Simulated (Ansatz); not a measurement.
TaO2⁻: single points at one geometry.

```yaml
crystal:
  periodic: [false, false, false]
  atoms:
    - {symbol: Ta, position_ang: [-0.661230, 0.074925, 0.090821]}
    - {symbol: O, position_ang: [0.571195, 1.224641, 0.664950]}
    - {symbol: O, position_ang: [0.090035, -1.299565, -0.755771]}
basis:
  gaussian: {orbitals: def2-TZVPD, initial_orbitals: start.molden}
total_charge: -1
magnetization: {spin_polarized: true, initial_magnetization: 2}
hamiltonian: {xc: pbe, dispersion: d4}
scf: {omitted_lower_state_checks: [starts]}
output: {orbitals: {seedname: orbitals}}
```

The file start.molden holds the orbitals of an earlier run on this structure, at another level or in another basis.

```sh
$ ansatz run in.yaml --threads 2 --pin off --events-out ev --progress --plain --max-ram 4352MiB
```

Output, abridged:

```
Functional definition: PBE
734 factors; their error is unknown
mean field evaluation 1: about -5646.8173 eV, gradient 5.8e0 eV
mean field evaluation 2: about -5646.9386 eV, gradient 1.6e-1 eV
mean field evaluation 4: about -5646.9310 eV, gradient 2.4e-3 eV
mean field evaluation 8: about -5646.9310 eV, gradient 2.2e-5 eV
mean field -5646.93100504 eV, -207.5208868078 hartree, gradient 3.8e-6 eV, S^2 2.010376; 0 other end points of the search recorded, 0 dependent functions left out
reference -5646.93104974 eV, -207.5208884506 hartree; 16, 14 occupied and 107, 109 virtual orbitals, 734 factors
Total energy: -5646.99967339 eV, -207.5234103233 hartree
Checks for a lower state left out: starts
```

Hardware: 2 threads of Arm Neoverse V2 on a shared host. Wall time 2.1 s.

As the first input, with `correlation: {method: mp2}` and without the key `hamiltonian` (abridged; 1.2 s):

```
Functional definition: HF
mean field -5612.47611678 eV, -206.2546930186 hartree, gradient 1.8e-6 eV, S^2 2.059823
2 core orbitals not correlated: weight in the atoms' cores, before any rotation towards them, 1.000 or more for the frozen orbitals, at most 0.000 for the correlated occupied ones
second order -22.54804684 eV of doubles, -0.00000000 eV of singles
Total energy: -5635.02416362 eV, -207.0833184564 hartree
Checks for a lower state left out: starts
```

As the first input, with `hamiltonian: {xc: {name: LC-wPBE}}` (abridged; 4.7 s):

```
Functional definition: LC-wPBE
mean field -5647.46960058 eV, -207.5406798291 hartree, gradient 3.1e-6 eV, S^2 2.014132
Total energy: -5647.46960059 eV, -207.5406798293 hartree
Checks for a lower state left out: starts
```

As the first input, with `hamiltonian: {xc: {text: "exchange = 0.95*pbe_x + 0.05*exact_x\ncorrelation = pbe_c"}}` (abridged; 2.4 s):

```
Functional definition: unnamed
mean field -5646.53235626 eV, -207.5062367356 hartree, gradient 1.4e-6 eV, S^2 2.010976
Total energy: -5646.53239913 eV, -207.5062383110 hartree
Checks for a lower state left out: starts
```

The first input with `hamiltonian: {xc: {text: "exchange = 0.65*pbe_x + 0.35*exact_x\ncorrelation = pbe_c"}}` (abridged; 4.6 s):

```
Functional definition: unnamed
mean field -5644.34913670 eV, -207.4260048965 hartree, gradient 1.8e-6 eV, S^2 2.014783
Total energy: -5644.34916753 eV, -207.4260060295 hartree
Checks for a lower state left out: starts
```

As the first input, with `hamiltonian: {xc: pbe}`, `correlation: {method: rpa}` and without the key `output` (abridged; 3.3 s):

```
Functional definition: PBE
mean field -5646.93099755 eV, -207.5208865325 hartree, gradient 2.4e-6 eV, S^2 2.010376
2 core orbitals not correlated: weight in the atoms' cores, before any rotation towards them, 1.000 or more for the frozen orbitals, at most 0.000 for the correlated occupied ones
Total energy: -5643.08594613 eV, -207.3795834993 hartree
Checks for a lower state left out: starts
```

As the first input, with `hamiltonian: {xc: {text: "exchange = 0.50*pbe_x + 0.50*exact_x\ncorrelation = pbe_c"}}` (abridged; 4.8 s):

```
Functional definition: unnamed
mean field -5643.38446586 eV, -207.3905538968 hartree, gradient 4.8e-6 eV, S^2 2.016795
Total energy: -5643.38449002 eV, -207.3905547849 hartree
Checks for a lower state left out: starts
```

Geometry: PBE-D4/def2-TZVPD.

In the def2 sets Ta takes a core potential; there is no spin–orbit coupling. LC-ωPBE has ω = 0.4 bohr⁻¹. Correlated methods freeze 2 core orbitals; core or outer-core shells of Ta are correlated, in sets that lack core-valence functions. At PBE-D4/def2-TZVPD, PBE with 5 % exact exchange/def2-TZVPD the highest occupied level of the charge -1 triplet lies above zero (up to 1.26 eV). The electron is either unbound and held by the finite basis, or the level is raised by self-interaction error. At PBE0-D4/def2-TZVPD a broken-symmetry singlet of charge -1 lies 0.63 eV below the triplet, each at its own geometry. The structure comes from a short search, and lower isomers may exist.
